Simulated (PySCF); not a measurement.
C3H10AlNO (SMILES C[N](C)[Al]([CH3])[OH]), singlet, at a GFN2-xTB geometry (such geometries of metal compounds can be far from the true shape). Base run: PySCF with HF/6-31G, polarisability.

The PySCF input:
```python
from pyscf import gto, scf
from pyscf.prop import polarizability

mol = gto.M(
    atom='''
Al   -0.402209   -0.072857   -0.668612
C    -0.671345   -1.941156   -1.308531
H     0.271552   -2.455114   -1.498348
H    -1.238685   -1.936403   -2.240272
H    -1.220358   -2.551179   -0.590410
O    -1.003492    1.196189   -1.522360
H    -1.325588    1.964423   -1.970340
N     0.510255    0.233009    0.863098
C     1.062729   -0.843409    1.657025
C     0.779483    1.532189    1.442949
H     2.152784   -0.752158    1.749232
H     0.639784   -0.849581    2.670004
H     0.832640   -1.794736    1.178289
H     0.345212    1.617702    2.447716
H     1.858829    1.715165    1.526569
H     0.343489    2.302703    0.808055
''',
    basis='6-31g',
    charge=0,
    spin=0,
    verbose=4,
)

mf = scf.RHF(mol)
mf.kernel()
alpha = mf.Polarizability().polarizability()[2, 2]
print('alpha_zz =', alpha)
```

The base run was repeated with changes; each row names its change, and settings that it needs were set with it.

```
change                                         alpha_zz (bohr³)  basis functions  core-seconds (rough)
---------------------------------------------  ----------------  ---------------  --------------------
base                                                      58.61               78                     4
basis = cc-pVDZ                                           63.03              138                    20
finite field (a.u.) = 2e-4; conv_tol = 1e-6               59.08               78                     3
basis = STO-3G                                              [?]              [?]                     1
functional = camb3lyp                                     65.33               78                    80
finite field (a.u.) = 2e-4; conv_tol = 1e-11              58.62               78                     5
finite field (a.u.) = 0.001; conv_tol = 1e-11             58.62               78                     4
finite field (a.u.) = 0.001; conv_tol = 1e-6              58.62               78                     3
finite field (a.u.) = 0.02; conv_tol = 1e-11              58.94               78                     4
functional = lda,vwn                                      72.82               78                    20
finite field (a.u.) = 0.05; conv_tol = 1e-11              61.15               78                     3
basis = 6-31+G*                                           64.56              132                    20
```

**Question.** What belongs in the gaps?

**Answer.** 
- basis = STO-3G, alpha_zz (bohr³): 33.18
- basis = STO-3G, basis functions: 44

Finite-field rows take the second difference of the energy in a field along z; a small field with loose convergence shows SCF noise divided by the square of the field, and a large one adds hyperpolarisability.
